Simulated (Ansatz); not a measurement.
Cost and result for the atomization energy of `C[B](F)[SnH3]` (10 atoms, 9 bonds).

Z-matrix (Å, degrees):
```
C
B 1 1.556
H 1 1.096 2 109.7
H 1 1.096 2 110.0 3 115.3
H 1 1.092 2 113.4 3 -122.1
F 2 1.326 1 119.5 3 121.2
Sn 2 2.282 1 123.5 3 -58.7
H 7 1.712 2 110.9 1 59.8
H 7 1.708 2 113.1 1 -179.2
H 7 1.712 2 110.9 1 -58.1
```

Charge 0, multiplicity 1. Correlated methods include outer-core shells of Sn, which these sets cover unevenly. Sn takes the def2 core potential. The structure was optimised at the PBE0-D4/def2-TZVP level. Program: Ansatz. All runs use 4 threads of an Arm Neoverse V2 on a shared host. Times are those of one run each, without the atoms' runs, and a repeat can differ threefold. Electronic energies, without spin–orbit coupling; frozen cores. CCSD(T)/CBS adds CCSD(T) − MP2 in def2-TZVPP to the MP2 limit, and its time is that of the two runs behind it. T1 = 0.014. With those shells the extrapolation isn't a true limit. B3LYP takes the VWN-RPA correlation (the form of Gaussian; ORCA's B3LYP/G).

CCSD(T)/CBS is a level of theory with its own doubt, some kJ/mol a heavy atom from the limit and from the frozen cores, so smaller differences don't rank the functionals.

```
                             level  functions  wall time  atomization (kJ/mol)  difference from CCSD(T)/CBS  per bond
   PBE-D4/def2-TZVPP (with forces)        227      1.7 s                3367.3                         27.2       3.0
                PBE0-D4/def2-TZVPP        227      1.9 s                3328.4                        -11.7      -1.3
r2SCAN-D4/def2-TZVPP (with forces)        227      2.9 s                3347.6                          7.5       0.8
 B3LYP-D4/def2-TZVPP (with forces)        227      2.9 s                3332.7                         -7.4      -0.8
                 B2PLYP/def2-TZVPP        227      3.5 s                3297.1                        -43.0      -4.8
                ωB97X-V/def2-TZVPP        227      5.5 s                3352.2                         12.1       1.3
  ωB97M-V/def2-TZVPP (with forces)        227        8 s                3342.8                          2.7       0.3
                    MP2/def2-QZVPP        433       13 s                3322.0                        -18.1      -2.0
                CCSD(T)/def2-TZVPP        227      120 s                3270.4                        -69.7      -7.7
                 CCSD(T)/CBS(def2)          –    2.2 min                3340.1                          0.0       0.0
```

In def2-TZVPP, CCSD(T) changes the Hartree–Fock value by +749.5 kJ/mol (the triples alone add +39.6 kJ/mol) and MP2 by +759.8 kJ/mol; breaking electron pairs costs correlation energy, which Hartree–Fock lacks. From PBE to PBE0 (25 % exact exchange), in def2-TZVPP and without D4, the atomization energy moves by −36.4 kJ/mol: exact exchange takes away binding that semilocal exchange gives to molecules. The D4 term adds +27.4 kJ/mol with B3LYP and +14.4 kJ/mol with PBE0; it sums over pairs of atoms, weighted by their polarisabilities, and B3LYP, whose exchange is more repulsive, gets the larger term.

Spin–orbit coupling would lower the free Sn atoms strongly, and the atomization energy with them, by more than many differences here. For some Ge, Se and Sn compounds the MP2-based and the directly extrapolated limit differ by 10 to 25 kJ/mol.
